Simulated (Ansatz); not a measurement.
A thermochemical cycle in electronic energies (no zero-point or thermal terms), species as SMILES, kcal/mol. Structures are relaxed separately at B3LYP-D3(BJ)/def2-TZVP in Ansatz (an electronic-structure program), one conformer each, not searched for the lowest. Valence correlation only, unless marked. Open shells are spin-unrestricted. No spin-orbit coupling. No relativistic terms. Basis-set limits of correlation are two-point, X^-3; Hartree-Fock from the larger set. [CCSD(T)-MP2]/basis is that difference in the basis named. Anions need diffuse functions, of which def2-TZVPD holds fewer than the aug- sets.

```
step                                                                              RI-MP2/CBS(aug-cc-pV(T+d)Z,aug-cc-pV(Q+d)Z)+[CCSD(T)-MP2]/aug-cc-pV(T+d)Z (Ansatz)  r2SCAN-D4/def2-TZVPD (Ansatz + dftd4)
--------------------------------------------------------------------------------  ----------------------------------------------------------------------------------  -------------------------------------
bond energy D: [SiH3]P → [SiH2]P + H atom                                                                                                                       94.4                                   88.8
electron affinity EA, positive where the anion is bound: [SiH2]P + e- → [SiH2-]P                                                                                38.1                                   32.7
ionisation of the H atom at the same level, IE                                                                                                                 313.7                                  313.7
```

Task: Find the deprotonation energy A: [SiH3]P -> [SiH2-]P + H+.

Result: Breaking the bond, ionising the H atom and attaching the electron to the radical add up to the deprotonation, A = D + IE - EA. At RI-MP2/CBS(aug-cc-pV(T+d)Z,aug-cc-pV(Q+d)Z)+[CCSD(T)-MP2]/aug-cc-pV(T+d)Z: A = D + IE - EA = 94.4 + 313.7 - 38.1 = 370.0. At r2SCAN-D4/def2-TZVPD: A = D + IE - EA = 88.8 + 313.7 - 32.7 = 369.8. The functional differs from the first level by -5.6 in D, -5.4 in EA and -0.2 in A; for EA and A the gap mixes functional and basis. The site is the one shown; other sites or isomers of the anion may lie lower.
